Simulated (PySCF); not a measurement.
## Telling isomers of C$_{9}$H$_{11}$F apart by NMR

Theoretical values (PySCF 2.14): GFN2-xTB structure, shieldings: GIAO PBE0/pcSseg-1. Relativity neglected, averaged over atoms made equivalent by symmetry, fast rotation or ring inversion, one computed conformer, no solvent model.

References, each an isolated molecule treated in the same way: ¹H (σref 31.72) and ¹³C (σref 186.93) against TMS. Splittings of carbon signals by F and P are missing where no couplings were computed. Where no couplings were computed, multiplicities follow the n + 1 count of equivalent neighbours, and m marks all less simple cases (inequivalent or close neighbours, rings, F or P nearby). Shifts are as computed. Against solution values, carbons near 30 ppm lie about +3 ppm off and those near 130 ppm about +5 ppm. Of 1211 compounds with measured shifts, 218 miss one by over three times the rms of a fit or turn the order of signals round; such compounds aren't used in these exercises.

(1) Tabulate the signals of `Cc1cc(C)c(C)c(F)c1`, `CC(C)(F)c1ccccc1`, `CCc1ccc(F)cc1C`, `C#CC[C@]1(C=C)C[C@H](F)C1` and their relative energies.

(2) What is the quickest way to tell Cc1cc(C)c(C)c(F)c1 from CCc1ccc(F)cc1C?

(3) What is the quickest way to tell CCc1ccc(F)cc1C from C#CC[C@]1(C=C)C[C@H](F)C1?

(4) What is the quickest way to tell Cc1cc(C)c(C)c(F)c1 from CC(C)(F)c1ccccc1?

## Answers

(1) 
```json
{"SMILES": "Cc1cc(C)c(C)c(F)c1", "carbon types": "4×C 2×CH 3×CH3", "δC": "170.5, 144.7, 142.3, 130.2, 125.5, 118.9, 23.7, 22.9, 12.4", "δH": "7.06 (s, 1H), 7.04 (m, 1H), 2.42 (s, 3H), 2.32 (s, 3H), 2.24 (s, 3H)", "E rel. (kcal/mol)": "0.0"}
{"SMILES": "CC(C)(F)c1ccccc1", "carbon types": "2×C 5×CH 2×CH3", "δC": "153.0, 133.8, 132.2, 128.8, 98.7, 32.6", "δH": "7.68 (m, 2H), 7.65 (m, 2H), 7.57 (m, 1H), 1.65 (m, 6H)", "E rel. (kcal/mol)": "1.7"}
{"SMILES": "CCc1ccc(F)cc1C", "carbon types": "3×C 3×CH 1×CH2 2×CH3", "δC": "171.3, 143.8, 142.4, 135.8, 122.7, 119.1, 30.7, 22.4, 19.2", "δH": "7.37 (m, 1H), 7.15 (m, 1H), 7.15 (m, 1H), 2.62 (q, 2H), 2.44 (s, 3H), 1.13 (t, 3H)", "E rel. (kcal/mol)": "4.1"}
{"SMILES": "C#CC[C@]1(C=C)C[C@H](F)C1", "carbon types": "2×C 3×CH 4×CH2", "δC": "158.6, 124.2, 87.6, 84.6, 77.0, 42.4, 35.4, 35.0", "δH": "6.51 (m, 1H), 5.57 (m, 1H), 5.38 (m, 1H), 5.01 (m, 1H), 3.11 (m, 2H), 2.36 (m, 2H), 2.26 (d, 2H), 1.49 (t, 1H)", "E rel. (kcal/mol)": "88.3"}
```

Energies are electronic energies at PBE0/pcSseg-1 on these geometries, without zero-point or thermal terms, each for the one conformer computed, which needn't be the lowest.

(2) Both give the same number of carbon signals, but DEPT or the intensities differ. The first has a substituted aromatic carbon (C) at 125.5 ppm, the second an sp3 CH2 on an aromatic ring at 30.7 ppm. Their most deshielded carbons lie at 170.5 and 171.3 ppm.

(3) Count the carbon signals: 9 against 8. The first has an aromatic carbon bearing fluorine (C) at 171.3 ppm, the second a terminal =CH2 carbon at 124.2 ppm. Their most deshielded carbons lie at 171.3 and 158.6 ppm. In the proton spectra the most deshielded non-exchanging signals are 7.37 (m, 1H) and 6.51 (m, 1H).

(4) Count the carbon signals: 9 against 6. The first has a substituted aromatic carbon (C) at 125.5 ppm, the second a fully substituted sp3 carbon bonded to F, on an aromatic ring (C) at 98.7 ppm. Their most deshielded carbons lie at 170.5 and 153.0 ppm. In the proton spectra the most deshielded non-exchanging signals are 7.06 (s, 1H) and 7.68 (m, 2H).
